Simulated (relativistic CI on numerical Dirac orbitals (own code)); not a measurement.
## Hyperfine structure of Te²⁵⁺, mass number 125

Computed by Dirac-Coulomb-Breit CI, orbitals from a KLI potential per configuration, model QED, unscaled Slater integrals (own radial code, finite nucleus).

Configurations in the expansion (outside the closed core [Ne]): 3s²3p⁶3d⁹, 3s²3p⁵3d¹⁰, 3s3p⁶3d¹⁰, 3s²3p⁶3d⁸4s, 3s²3p⁶3d⁸4p, 3s²3p⁶3d⁸4d, 3s²3p⁴3d¹⁰4s, 3s²3p⁶3d⁸4f, 3s²3p⁵3d⁹4s, 3s²3p⁴3d¹⁰4p, 3s²3p⁶3d⁷4s², 3s²3p⁵3d⁹4p, 3s²3p⁶3d⁷4s4p, 3s²3p⁴3d¹⁰4d, 3s3p⁵3d¹⁰4s, 3s²3p⁶3d⁸5s. Levels of other configurations are missing.

Nuclear spin I = 1/2, μ = -0.887 μN (tables of Stone and Pyykkö). The electronic factors are computed for point nuclear moments, without core polarisation or the Bohr-Weisskopf and QED corrections.

```csv
Level,E (Ry),A (GHz)
3s²3p⁶3d⁹ ²D5/2,0.0000,-17.37
3s²3p⁶3d⁹ ²D3/2,0.8130,-42.54
3s²3p⁵3d¹⁰ ²P°3/2,17.7256,-87.38
3s²3p⁵3d¹⁰ ²P°1/2,21.6845,-558.5
3s3p⁶3d¹⁰ ²S1/2,31.6147,-1844
3s²3p⁶3d⁸4s ⁴F9/2,39.7990,-78.85
3s²3p⁶3d⁸4s ²F7/2,39.9345,41.11
3s²3p⁶3d⁸4s ²D3/2,40.2896,88.67
```

Levels with J = 0, under 50 % of one LS term, or S terms without an open s electron are left out. Small factors come from cancelling terms and can be off by tens of per cent or more.

At this charge energies of transitions that change n are usually good to better than 1 %, and those within a shell (Δn = 0) to a few per cent.

Task: Give the hyperfine levels of 3s²3p⁶3d⁹ ²D5/2 relative to its centre of gravity.

Result: With K = F(F + 1) − I(I + 1) − J(J + 1), E = AK/2: F = 2: 30.4, F = 3: -21.71 GHz.

LS names give the leading component of a level, which can be under half, so a name can repeat, a term be missing and a line seem to break the LS rules.
